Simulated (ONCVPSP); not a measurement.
**Building the ONCV potential for Zn (Z = 30) (LDA (Perdew-Wang 92), fully relativistic).**

```
Element                 : Zn
Generator               : ONCVPSP 4.0.1
Type                    : optimised norm-conserving Vanderbilt (ONCV)
Functional              : LDA (Perdew-Wang 92)
Relativity              : fully relativistic
Frozen core             : [Ar] 3d10
Valence charge          : 2
Reference configuration : 4s1.5 (charge +0.5)
Partial waves           : 4s: rc 2.10 bohr, ncon 4, nbas 8, qcut 3.5 1/bohr, 2 projectors, debl 3.9 Ha; p scattering state at 0.21 Ha: rc 1.75 bohr, ncon 5, nbas 9, qcut 4.5 1/bohr, 2 projectors, debl 1.4 Ha
Local potential         : polynomial inside 1.20 bohr (lpopt 5, dvloc0 6 Ha)
Core correction         : Teter function, fcfact 3.75, rcfact 1.3
```

Open shells are filled in proportion to 2j + 1.

All-electron outer shells of the reference configuration (LDA (PZ), scalar-relativistic, ld1.x):

```json
{"shell": "3d", "level (eV)": "-15.06", "outermost node (bohr)": "–", "outermost maximum (bohr)": "0.56"}
{"shell": "4s", "level (eV)": "-10.14", "outermost node (bohr)": "0.85", "outermost maximum (bohr)": "2.04"}
```

Estimate the cutoffs (Ha) at which the residual kinetic energy of the hardest occupied pseudo-wave falls to 1 and 0.1 mHa per electron.

5.7 Ha and 21 Ha. The cutoffs count occupied waves only; projector 2 of the p channel, the hardest unoccupied one, needs 64 Ha at the loose tolerance.

What does a ghost test show?

Ghosts flagged at negative energy: p3/2 at -55.7 eV, p1/2 at -57.9 eV; GHOST(+) flagged for s at 131.7 eV. A true bound ghost makes a file unfit for plane-wave use.

Tests: 4s2; 4s1; 4s1 4p1; 4s0 4p1. Which has the largest error in its energy relative to the reference configuration, and how large is it?

4s0 4p1, with -26 meV (all-electron minus pseudo) on +12.53 eV.
